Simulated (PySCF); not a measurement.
## Electric field gradients and quadrupole coupling constants

Species: C₅H₁₄N₂Si.
Z-matrix (Å and degrees, GFN2-xTB geometry), rows numbered from 1:
```
C 
N   1  1.4484
N   2  1.4087  1  111.96
Si  3  1.7189  2  119.24  1   -93.60
C   2  1.4489  1  112.03  3   123.89
C   5  1.5366  2  114.49  1   174.90
C   6  1.5355  5   89.46  2  -129.09
C   7  1.5357  6   89.41  5    11.84
H   1  1.0878  2  109.05  3   178.22
H   1  1.1029  2  112.29  3   -61.13
H   1  1.0887  2  108.64  3    59.36
H   3  1.0191  2  113.29  1    58.06
H   4  1.4630  3  103.50  2  -172.66
H   4  1.4736  3  115.65  2    68.31
H   4  1.4595  3  105.71  2   -52.38
H   5  1.1049  2  111.41  1   -56.22
H   6  1.0864  5  110.91  2   -14.34
H   6  1.0873  5  116.17  2   111.27
H   7  1.0882  6  112.79  5  -102.74
H   7  1.0876  6  116.03  5   130.62
H   8  1.0872  5  111.18  2    14.69
H   8  1.0881  5  116.36  2  -111.79
```

Field gradients from the PBE0/pcSseg-1 density (PySCF, non-relativistic), principal values in atomic units, ordered |Vxx| ≤ |Vyy| ≤ |Vzz|:

```tsv
atom	Vxx	Vyy	Vzz
N2	0.4112	1.0061	-1.4173
N3	0.2463	1.0250	-1.2712
```

**Question.** Find the asymmetry η = (Vxx − Vyy)/Vzz and the couplings χ = eQV/h (234.96 MHz × Q in barn × V in au), with Q(14N) = 0.02044 b.

**Answer.** 
```csv
atom,environment,nucleus,η,χzz (MHz),χxx (MHz),χyy (MHz)
N2,hydrazine nitrogen,14N,0.42,-6.81,1.98,4.83
N3,hydrazine nitrogen,14N,0.61,-6.11,1.18,4.92
```

The tensor is traceless: Vxx + Vyy + Vzz = 0.

**Question.** What is Vzz at N3 in SI units (1 au = 9.71736 × 10²¹ V/m²)?

**Answer.** -1.2712 au = -12.353 × 10²¹ V/m².

**Question.** What couplings would deuterons (Q(2H) = 0.00286 b) have in place of the hydrogens, at this geometry?

**Answer.** 
| atom | bonded to | bond length (Å) | Vzz (au) | η | χzz (kHz) |
| --- | --- | --- | --- | --- | --- |
| H9 | C1 | 1.088 | 0.3101 | 0.05 | 208 |
| H10 | C1 | 1.103 | 0.2833 | 0.06 | 190 |
| H11 | C1 | 1.089 | 0.3077 | 0.05 | 207 |
| H12 | N3 | 1.019 | 0.3891 | 0.22 | 261 |
| H13 | Si4 | 1.463 | 0.1621 | 0.04 | 109 |
| H14 | Si4 | 1.474 | 0.1532 | 0.03 | 103 |
| H15 | Si4 | 1.460 | 0.1654 | 0.02 | 111 |
| H16 | C5 | 1.105 | 0.2787 | 0.08 | 187 |
| H17 | C6 | 1.086 | 0.3151 | 0.01 | 212 |
| H18 | C6 | 1.087 | 0.3168 | 0.01 | 213 |
| H19 | C7 | 1.088 | 0.3136 | 0.01 | 211 |
| H20 | C7 | 1.088 | 0.3156 | 0.00 | 212 |
| H21 | C8 | 1.087 | 0.3133 | 0.01 | 211 |
| H22 | C8 | 1.088 | 0.3151 | 0.00 | 212 |

One conformer (not necessarily the lowest) at the GFN2-xTB geometry, without solvent, vibrations or thermal averaging. GFN2-xTB bond lengths can be off by several hundredths of an ångström, more for odd bonds, and the gradients follow them. The basis is small and wasn't made for field gradients, so the couplings can be 20 % off.
